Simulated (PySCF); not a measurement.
# Basis-set dependence of population analyses: `COC[NH2+][BH2-]P`

Species: C2H11BNOP.
Structure used (PBE0-D3(BJ)/def2-SVP), in Å, numbered top down from 1:
```
atom  x, y, z in Å
C1     2.8304   -0.2239   -0.5404
O2     2.0935    0.1184    0.6026
C3     0.8353    0.6282    0.3648
N4    -0.1727   -0.4192    0.1218
B5    -1.6781    0.1522   -0.1233
P6    -2.8541   -1.4401   -0.1199
H7     3.8361   -0.5143   -0.2104
H8     2.3943   -1.0796   -1.0913
H9     2.9173    0.6297   -1.2378
H10    0.5076    1.1792    1.2562
H11    0.8042    1.3091   -0.5041
H12   -0.1923   -1.0649    0.9172
H13    0.0945   -0.9866   -0.6860
H14   -1.6270    0.8006   -1.1579
H15   -1.9303    0.8333    0.8617
H16   -4.0843   -0.7664    0.1292
H17   -3.1055   -1.6047   -1.5183
```

PBE0 throughout (PySCF), one geometry, spherical d and f functions. Geometry: PBE0-D3(BJ)/def2-SVP, one conformer, isolated molecule. Atoms taken as equivalent share a column and are averaged. The first 7 of 11 kinds of atom are listed.

Mulliken charges (e):

```csv
basis,functions,C1,O2,C3,N4,B5,P6,H7/H8/H9
STO-3G,45,-0.133,-0.207,+0.044,-0.332,-0.083,+0.109,+0.090
6-31G,80,-0.254,-0.510,+0.058,-0.749,-0.076,-0.142,+0.181
6-31G*,110,-0.288,-0.460,+0.046,-0.704,-0.100,-0.248,+0.181
def2-SVP,143,+0.099,-0.391,+0.249,-0.113,-0.210,-0.139,+0.049
pcSseg-1,164,-0.060,-0.496,+0.223,-0.421,-0.187,-0.244,+0.115
"6-311+G(2d,p)",236,-0.275,-0.284,+0.001,-0.452,-0.215,-0.260,+0.148
def2-TZVP,258,-0.231,-0.258,-0.029,-0.209,-0.244,-0.329,+0.129
```

IAO charges (e):

```
        basis  functions      C1      O2      C3      N4      B5      P6  H7/H8/H9
       STO-3G         45  -0.265  -0.207  -0.043  -0.253  -0.338  +0.087    +0.134
        6-31G         80  -0.246  -0.354  +0.008  -0.303  -0.361  -0.109    +0.149
       6-31G*        110  -0.205  -0.369  +0.048  -0.293  -0.359  -0.052    +0.138
     def2-SVP        143  -0.196  -0.367  +0.053  -0.282  -0.376  -0.040    +0.134
     pcSseg-1        164  -0.203  -0.375  +0.050  -0.289  -0.380  -0.044    +0.138
6-311+G(2d,p)        236  -0.213  -0.382  +0.044  -0.300  -0.383  -0.045    +0.142
    def2-TZVP        258  -0.210  -0.382  +0.048  -0.300  -0.381  -0.042    +0.141
```

Hirshfeld charges (e):

| basis | functions | C1 | O2 | C3 | N4 | B5 | P6 | H7/H8/H9 |
| --- | --- | --- | --- | --- | --- | --- | --- | --- |
| STO-3G | 45 | +0.039 | -0.137 | +0.136 | +0.016 | -0.088 | -0.013 | +0.022 |
| 6-31G | 80 | -0.018 | -0.162 | +0.084 | -0.023 | -0.082 | -0.120 | +0.046 |
| 6-31G* | 110 | -0.019 | -0.147 | +0.080 | -0.026 | -0.083 | -0.120 | +0.044 |
| def2-SVP | 143 | -0.033 | -0.131 | +0.074 | -0.038 | -0.089 | -0.081 | +0.046 |
| pcSseg-1 | 164 | -0.033 | -0.138 | +0.074 | -0.054 | -0.074 | -0.088 | +0.048 |
| 6-311+G(2d,p) | 236 | -0.032 | -0.144 | +0.068 | -0.069 | -0.075 | -0.080 | +0.049 |
| def2-TZVP | 258 | -0.036 | -0.138 | +0.067 | -0.064 | -0.077 | -0.086 | +0.049 |

ESP-fitted charges (e):

```
        basis  functions      C1      O2      C3      N4      B5      P6  H7/H8/H9
       STO-3G         45  -0.277  -0.177  -0.016  +0.016  -0.076  -0.380    +0.120
        6-31G         80  -0.140  -0.429  +0.210  -0.093  +0.089  -0.695    +0.111
       6-31G*        110  -0.273  -0.286  +0.073  +0.008  +0.086  -0.624    +0.132
     def2-SVP        143  -0.179  -0.320  +0.117  -0.047  +0.079  -0.571    +0.109
     pcSseg-1        164  -0.209  -0.337  +0.139  -0.059  +0.135  -0.612    +0.120
6-311+G(2d,p)        236  -0.315  -0.280  +0.074  -0.071  +0.144  -0.586    +0.143
    def2-TZVP        258  -0.296  -0.272  +0.074  -0.070  +0.150  -0.574    +0.136
```

Some averages cover members that differ in this geometry, most widely: H7/H8/H9, ESP-fitted in 6-31G +0.064 to +0.150; H7/H8/H9, ESP-fitted in 6-311+G(2d,p) +0.096 to +0.179; H7/H8/H9, ESP-fitted in def2-TZVP +0.090 to +0.173; H7/H8/H9, ESP-fitted in 6-31G* +0.087 to +0.169 e.

Which scheme is steadiest as the basis changes?

Largest range over the bases for any column: Hirshfeld 0.11 e, IAO 0.20 e, ESP-fitted 0.32 e, Mulliken 0.64 e. Hirshfeld charges move least and Mulliken charges most, counted in e. Without the minimal STO-3G basis the ranges are Hirshfeld 0.05, IAO 0.07, ESP-fitted 0.18, Mulliken 0.64 e.

How much do the charges still move between the two largest bases, 6-311+G(2d,p) and def2-TZVP?

At most, over all atoms: Mulliken 0.243 e, IAO 0.003 e, Hirshfeld 0.006 e, ESP-fitted 0.019 e.

What do the same runs give for the total energy, the frontier levels and the dipole moment?

| basis | energy (Eh) | HOMO (eV) | LUMO (eV) | μ (D) |
| --- | --- | --- | --- | --- |
| STO-3G | -571.7382 | -2.49 | 7.51 | 5.91 |
| 6-31G | -578.4582 | -5.85 | 0.95 | 5.62 |
| 6-31G* | -578.5583 | -5.88 | 1.03 | 5.64 |
| def2-SVP | -578.3089 | -5.93 | 0.59 | 5.58 |
| pcSseg-1 | -578.5465 | -6.06 | 0.26 | 5.57 |
| 6-311+G(2d,p) | -578.6704 | -6.12 | -0.44 | 5.45 |
| def2-TZVP | -578.6896 | -6.08 | 0.08 | 5.49 |

The dipole is fixed by the density alone, so its range of 0.46 D shows that the density itself changes with the basis, not only its division among atoms.
